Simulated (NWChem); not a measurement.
System: GeHCl$_{2}$F; SMILES [F][GeH]([Cl])[Cl]

### Question
Give the equilibrium geometry at PBE0/def2-SVP (NWChem) as an XYZ file, with the point group.

### Answer
point group Cs; any orientation.
```
5

Ge     0.3513     0.3243     0.0000
F      1.7755    -0.6482     0.0000
Cl    -0.7588    -0.2029     1.7385
Cl    -0.7588    -0.2029    -1.7385
H      0.7554     1.7940     0.0000
```
